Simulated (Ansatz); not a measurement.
`C=NCN[SiH3]` and `C=NC[TeH]` differ in one atom or group.

Ansatz, PBE0-D4/def2-TZVP geometries, multiplicity 1. Each molecule was computed in one conformer, which needn't be the lowest.

Elements past krypton have def2 core potentials.  Spin–orbit coupling is left out; it splits and shifts lone-pair levels of the heavy atoms by tenths of an eV.

```csv
property,`C=NCN[SiH3]`
HOMO energy (PBE/def2-TZVPP) / eV,-5.79
LUMO energy (ωB97M-V/def2-TZVPP) / eV,1.67
LUMO energy (B3LYP/def2-TZVPP) / eV,-0.77
LUMO energy (PBE0/def2-TZVPP) / eV,-0.50
LUMO energy (PBE/def2-TZVPP) / eV,-1.64
HOMO–LUMO gap (PBE/def2-TZVPP) / eV,4.15
```

Q: What does the change do to each property? (Best estimate.)

A: Ansatz gave: 
```
                             property  `C=NC[TeH]`  shift
    HOMO energy (PBE/def2-TZVPP) / eV        -5.23   0.56
LUMO energy (ωB97M-V/def2-TZVPP) / eV         1.11  -0.56
  LUMO energy (B3LYP/def2-TZVPP) / eV        -0.98  -0.21
   LUMO energy (PBE0/def2-TZVPP) / eV        -0.73  -0.23
    LUMO energy (PBE/def2-TZVPP) / eV        -1.78  -0.14
  HOMO–LUMO gap (PBE/def2-TZVPP) / eV         3.45  -0.70
```

With PBE0 the HOMO rises by 0.84 eV and the LUMO falls by 0.23 eV, so the gap narrows by about 1.07 eV. PBE moves the HOMO by 0.56 eV and ωB97M-V by 1.04 eV.

B3LYP here is the variant with VWN-RPA as its local correlation; programs differ in this.
